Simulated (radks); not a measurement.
Minus the highest occupied eigenvalue as an estimate of the ionisation energy, Os to Os19+. The LB94 potential has the -1/r tail that LDA and GGA lack but no energy functional. All-electron calculation, scalar-relativistic Kohn-Sham, LB94 model potential, spin-polarised, spherical densities, finite nucleus; open shells are filled with parallel spins first (spin-orbit coupling, left out, can overturn this in heavy ions); Fermi nuclear charge, rms radius 5.4126 fm. Program: a radial shooting solver on a logarithmic mesh with Libxc functionals.

species	configuration	HOMO	-e(HOMO) (eV)	<r> (bohr)	IE, NIST (eV)	kind
Os	[Xe] 4f14 5d6 6s2	6s down	9.627	2.91	8.438	exp.
Os+	[Xe] 4f14 5d6 6s1	6s up	19.114	2.67	17	semi-emp.
Os2+	[Xe] 4f14 5d6	5d down	29.749	1.66	25	theory
Os3+	[Xe] 4f14 5d5	5d up	43.383	1.60	41	theory
Os4+	[Xe] 4f14 5d4	5d up	57.100	1.53	55	theory
Os5+	[Xe] 4f14 5d3	5d up	71.728	1.47	70	theory
Os6+	[Xe] 4f14 5d2	5d up	87.197	1.42	85	theory
Os7+	[Xe] 4f14 5d1	5d up	103.48	1.38	102.0	semi-emp.
Os8+	[Xe] 4f14	5p	173.87	1.10	168.7	semi-emp.
Os9+	[Kr] 4d10 4f14 5s2 5p5	5p down	194.43	1.08	190	theory
Os10+	[Kr] 4d10 4f14 5s2 5p4	5p down	215.61	1.06	213	theory
Os11+	[Kr] 4d10 4f14 5s2 5p3	5p up	238.08	1.05	235	theory
Os12+	[Kr] 4d10 4f14 5s2 5p2	5p up	260.04	1.03	269	theory
Os13+	[Kr] 4d10 4f13 5s2 5p2	5p up	286.09	1.01	298	theory
Os14+	[Kr] 4d10 4f14 5s2	4f	333.19	0.528	322	theory
Os15+	[Kr] 4d10 4f13 5s2	4f down	370.25	0.516	367	theory
Os16+	[Kr] 4d10 4f12 5s2	4f down	408.65	0.505	410	theory
Os17+	[Kr] 4d10 4f12 5s1	4f down	439.25	0.503	436	theory
Os18+	[Kr] 4d10 4f12	4f down	470.12	0.499	470	theory
Os19+	[Kr] 4d10 4f11	4f down	511.27	0.490	520	theory

Reference values: NIST Atomic Spectra Database (exp. = measured, semi-emp. = semi-empirical, theory = theoretical value adopted there). Open shells are spherical and high-spin; term and fine-structure splittings are not resolved. Spin-orbit splitting is averaged out at the scalar-relativistic level.
